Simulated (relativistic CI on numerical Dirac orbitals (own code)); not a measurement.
# La2+: resonant inelastic scattering at the N4,5 edge

Computed with this model: Dirac-Coulomb-Breit CI, KLI orbitals optimised for each configuration, model QED, valence Slater integrals scaled by 0.7, Kramers-Heisenberg scattering through one core-hole configuration in a parametric crystal field; configurations [Xe] 4f → [Kr] 4d9 4f2 5s2 5p6; 80 K; core-hole width 0.5 eV; summed over polarisations. Incident energies are the highest absorption maxima for each field (at most a few, so the weaker spin-orbit partner edge can be absent), on the computed scale of the free ion. Intensities are in per cent of the strongest line above 0.02 eV; levels within 1 cm⁻¹ are merged; final levels count from the ground level, the first row holds all elastic scattering, lines under 0.4 are left out and each table stops after 24 rows. The scale of the Slater integrals is a model choice and moves the terms in proportion. The configuration is assumed, with all valence electrons in the open shell; the free ion's ground configuration is another.

Field parameters in Wybourne normalisation. The field is a parameter set, without covalency.

S is read from ⟨S²⟩ = S(S + 1).

D3d, B20 = 820, B40 = 410, B43 = 150, B60 = -330, B63 = -360, B66 = 190 cm⁻¹:

| Final level (eV) | Degeneracy | Irrep | S | 113.9 eV | 117.6 eV | 118.6 eV |
| --- | --- | --- | --- | --- | --- | --- |
| 0.000 | 2 | Γ4 | 0.50 | 224.0 | 188.1 | 229.5 |
| 0.024 | 2 | Γ5+Γ6 | 0.50 | 43.9 | 58.7 | 100.0 |
| 0.055 | 2 | Γ4 | 0.50 | 7.1 | 14.9 | 46.3 |
| 0.169 | 2 | Γ4 | 0.50 | 3.3 | 2.5 | 11.5 |
| 0.184 | 2 | Γ4 | 0.50 | 1.5 | 1.7 | 9.1 |
| 0.218 | 2 | Γ5+Γ6 | 0.50 | 0.3 | 0.5 | 2.6 |
| 0.228 | 2 | Γ4 | 0.50 | 0.4 | 0.6 | 3.1 |

C2v, B20 = -300, B22 = -60, B40 = -310, B42 = -150, B44 = 190, B60 = -140, B62 = 30, B64 = 240, B66 = 280 cm⁻¹:

| Final level (eV) | Degeneracy | S | 113.9 eV | 117.6 eV | 118.6 eV |
| --- | --- | --- | --- | --- | --- |
| 0.000 | 2 | 0.50 | 288.1 | 225.8 | 295.0 |
| 0.015 | 2 | 0.50 | 70.3 | 92.3 | 144.6 |
| 0.024 | 2 | 0.50 | 35.3 | 51.8 | 100.0 |
| 0.169 | 2 | 0.50 | 3.7 | 2.9 | 11.5 |
| 0.180 | 2 | 0.50 | 2.3 | 2.3 | 12.3 |
| 0.191 | 2 | 0.50 | 0.9 | 1.3 | 9.5 |
| 0.201 | 2 | 0.50 | 0.9 | 0.9 | 9.8 |

For the first field the strongest loss at the lowest incident energy is the level at 0.02 eV (S = 0.50, against 0.50 in the thermal ground state).
